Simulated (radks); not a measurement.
The barium ion Ba23+, configuration [Ar] 3d10 4s2 4p3.

Calculated with a radial shooting solver on a logarithmic mesh with Libxc functionals: scalar-relativistic Kohn-Sham, PBE, spin-polarised, spherical densities, finite nucleus; open shells are filled with parallel spins first (spin-orbit coupling, left out, can overturn this in heavy ions); Fermi nuclear charge, rms radius 4.8378 fm.

Energy parts (hartree):
part                       energy
total                  -7895.2503
kinetic                 8347.3400
electron-nucleus      -18249.6665
Hartree                 2180.4958
exchange-correlation    -173.4195

Orbitals (lengths in bohr, moments of r in powers of bohr; <r^-3> diverges for s and p1/2; r(90%) holds 90 % of the orbital's charge):
1s up: occ. 1; eigenvalue (hartree) -1394.825; <r> 0.02558; r(90%) 0.0461
1s down: occ. 1; eigenvalue (hartree) -1394.765; <r> 0.02558; r(90%) 0.0461
2s up: occ. 1; eigenvalue (hartree) -241.6898; <r> 0.1096; r(90%) 0.169
2s down: occ. 1; eigenvalue (hartree) -241.6567; <r> 0.1096; r(90%) 0.169
2p up: occ. 3; eigenvalue (hartree) -219.4420; <r^-3> 7044; <r> 0.09604; r(90%) 0.156
2p down: occ. 3; eigenvalue (hartree) -219.3885; <r^-3> 7042; <r> 0.09605; r(90%) 0.156
3s up: occ. 1; eigenvalue (hartree) -69.62093; <r> 0.2889; r(90%) 0.423
3s down: occ. 1; eigenvalue (hartree) -69.55983; <r> 0.2887; r(90%) 0.423
3p up: occ. 3; eigenvalue (hartree) -62.47506; <r^-3> 1423; <r> 0.2860; r(90%) 0.428
3p down: occ. 3; eigenvalue (hartree) -62.40563; <r^-3> 1424; <r> 0.2858; r(90%) 0.427
3d up: occ. 5; eigenvalue (hartree) -52.24829; <r^-3> 197.6; <r> 0.2612; r(90%) 0.407
3d down: occ. 5; eigenvalue (hartree) -52.18142; <r^-3> 197.8; <r> 0.2609; r(90%) 0.407
4s up: occ. 1; eigenvalue (hartree) -30.03904; <r> 0.6091; r(90%) 0.861
4s down: occ. 1; eigenvalue (hartree) -29.67771; <r> 0.6092; r(90%) 0.863
4p up: occ. 3; eigenvalue (hartree) -27.45340; <r^-3> 398.9; <r> 0.6265; r(90%) 0.893
4p down: occ. 0; eigenvalue (hartree) -27.09495; <r^-3> 399.7; <r> 0.6272; r(90%) 0.896

The highest occupied level is 4p up at -747.04 eV. The density falls to 0.001 e/bohr^3 at r = 1.45 bohr.
